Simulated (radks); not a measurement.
Results of a calculation; reference values are marked as such.
W II, 73 electrons, occupied as [Xe] 4f14 5d4 6s0.5 6p0.5 (fractional occupations, a model configuration). Level of theory: Dirac Kohn-Sham, BLYP, spin-unpolarised, spherical densities, finite nucleus; open shells fill j = l - 1/2 first; Fermi nuclear charge, rms radius 5.3658 fm (a radial shooting solver on a logarithmic mesh with Libxc functionals). Some entries of the table are withheld. Estimate them.

| orbital | occ. | eigenvalue (eV) | <r^2> (bohr^2) |
|---|---|---|---|
| 1s1/2 | 2 | -69386.31 | 0.0004631 |
| 2s1/2 | 2 | -11974.59 | 0.007063 |
| 2p1/2 | 2 | (1) | (2) |
| 2p3/2 | 4 | (3) | (4) |
| 3s1/2 | 2 | -2763.118 | 0.04614 |
| 3p1/2 | 2 | -2530.794 | 0.04232 |
| 3p3/2 | 4 | -2238.233 | 0.04891 |
| 3d3/2 | 4 | -1845.890 | 0.03792 |
| 3d5/2 | 6 | -1782.258 | 0.03973 |
| 4s1/2 | 2 | -575.5848 | 0.2283 |
| 4p1/2 | 2 | (5) | (6) |
| 4p3/2 | 4 | (7) | (8) |
| 4d3/2 | 4 | -252.6397 | 0.2955 |
| 4d5/2 | 6 | -240.1394 | 0.3089 |
| 5s1/2 | 2 | -86.3090 | 1.284 |
| 5p1/2 | 2 | -57.7703 | 1.575 |
| 5p3/2 | 4 | -47.9605 | 1.870 |
| 4f5/2 | 6 | -41.6917 | (9) |
| 4f7/2 | 8 | -39.4543 | (10) |
| 6s1/2 | 0.5 | -12.4115 | 9.917 |
| 5d3/2 | 4 | -12.3227 | 4.470 |
| 5d5/2 | 0 | -11.5534 | 4.825 |
| 6p1/2 | 0.5 | (11) | 15.62 |
| 6p3/2 | 0 | (12) | 18.33 |

Answer. 
(1) 2p1/2 eigenvalue (eV): -11454.45
(2) 2p1/2 <r^2> (bohr^2): 0.005041
(3) 2p3/2 eigenvalue (eV): -10101.35
(4) 2p3/2 <r^2> (bohr^2): 0.006242
(5) 4p1/2 eigenvalue (eV): -479.1404
(6) 4p1/2 <r^2> (bohr^2): 0.2354
(7) 4p3/2 eigenvalue (eV): -411.2931
(8) 4p3/2 <r^2> (bohr^2): 0.2709
(9) 4f5/2 <r^2> (bohr^2): 0.4575
(10) 4f7/2 <r^2> (bohr^2): 0.4733
(11) 6p1/2 eigenvalue (eV): -7.6196
(12) 6p3/2 eigenvalue (eV): -6.8276
